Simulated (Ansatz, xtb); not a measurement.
**C3H8GeO2: which of two isomers lies lower**

We compare X, `O[C@@H]1CO[C@@H]1[GeH3]`, a singlet, with Y, `O[C@@H]1CO[C@H]1[GeH3]`, a singlet. Both are isolated molecules in the gas phase, relaxed with r2SCAN-D4/def2-SVP; the shapes shown needn't be the lowest conformers.

X (Å):

```xyz
14

C    -0.6533    1.1600    0.0794
C     0.0909    0.8795    1.3992
C    -1.1676   -0.2938    0.2434
Ge   -0.3989   -1.6357   -0.9904
O     0.0783    1.5195   -1.0538
O    -0.5681   -0.3865    1.5599
H     0.8688    0.9614   -1.0919
H    -1.4568    1.9071    0.1745
H     1.1871    0.7742    1.2617
H    -0.0951    1.5596    2.2488
H    -2.2665   -0.4103    0.2938
H    -0.9967   -1.5304   -2.4012
H     1.1234   -1.4121   -1.0706
H    -0.6559   -3.0318   -0.4115
```

Y (Å):

```yaml
atoms:
  - { symbol: C, position_ang: [-0.9714, 0.6288, -0.4422] }
  - { symbol: C, position_ang: [-1.3968, 0.9590, 1.0056] }
  - { symbol: C, position_ang: [0.3080, 0.0954, 0.2252] }
  - { symbol: Ge, position_ang: [0.8897, -1.7569, -0.1047] }
  - { symbol: O, position_ang: [-0.7403, 1.6828, -1.3309] }
  - { symbol: O, position_ang: [-0.2808, 0.2293, 1.5421] }
  - { symbol: H, position_ang: [-1.5452, 1.8373, -1.8409] }
  - { symbol: H, position_ang: [-1.5956, -0.1640, -0.9001] }
  - { symbol: H, position_ang: [-1.3279, 2.0451, 1.2116] }
  - { symbol: H, position_ang: [-2.3649, 0.5696, 1.3677] }
  - { symbol: H, position_ang: [1.1364, 0.8158, 0.0703] }
  - { symbol: H, position_ang: [1.4866, -1.8880, -1.5170] }
  - { symbol: H, position_ang: [1.9382, -2.1701, 0.9362] }
  - { symbol: H, position_ang: [-0.3414, -2.6691, 0.0157] }
```

**Question.** Estimate E(Y) − E(X) at the level CCSD(T)/def2-SVP + ΔMP2/def2-TZVPP.

**Answer.** Too close to call at this level: CCSD(T)/def2-SVP + ΔMP2/def2-TZVPP gives E(Y) − E(X) = +1.01 kcal/mol.

Level by level:

| level | geometry | E(Y) − E(X) (kcal/mol) | departure from the last row (kcal/mol) | job, with rough time for the two |
| --- | --- | --- | --- | --- |
| GFN2-xTB | GFN2-xTB | +3.36 | +2.35 | optimisation, 0.16 s |
| HF/STO-3G | GFN2-xTB | −0.10 | −1.11 | single point, 0.5 s |
| r2SCAN-D4/def2-SVP//GFN2-xTB | GFN2-xTB | +1.28 | +0.27 | single point, 2.9 s |
| r2SCAN-D4/def2-SVP | r2SCAN-D4/def2-SVP | +2.20 | +1.19 | optimisation, 55 s |
| HF/def2-SVP | r2SCAN-D4/def2-SVP | +0.37 | −0.64 | part of the CCSD(T) run |
| MP2/def2-SVP | r2SCAN-D4/def2-SVP | +1.70 | +0.68 | part of the CCSD(T) run |
| CCSD(T)/def2-SVP | r2SCAN-D4/def2-SVP | +1.75 | +0.74 | single point |
| CCSD(T)/def2-SVP + ΔMP2/def2-TZVPP | r2SCAN-D4/def2-SVP | +1.01 |  | single point, 57 s |

As drawn, both hold the same kinds of bond in the same numbers.

HF/STO-3G, HF/def2-SVP find them nearly level. The largest departure from CCSD(T)/def2-SVP + ΔMP2/def2-TZVPP is that of GFN2-xTB, 2.35 kcal/mol. The last row adds to CCSD(T) the change of the MP2 difference between the two basis sets, here −0.74 kcal/mol.

With thermal terms from frequencies at re-optimised GFN2-xTB minima (ideal gas, soft modes damped towards free rotors, one conformer each, 298.15 K, 1 atm): the zero-point term adds −0.19 kcal/mol; ΔH is +0.92 and ΔG +0.61 kcal/mol.

The correlated steps freeze 14 core orbitals; the filled d shell of Ge is correlated, in a basis made for valence electrons. Programs: Ansatz 0.2.0, xtb 6.7.1; the last row on 2 threads of Intel(R) Xeon(R) 6975P-C (Granite Rapids) on a shared host.
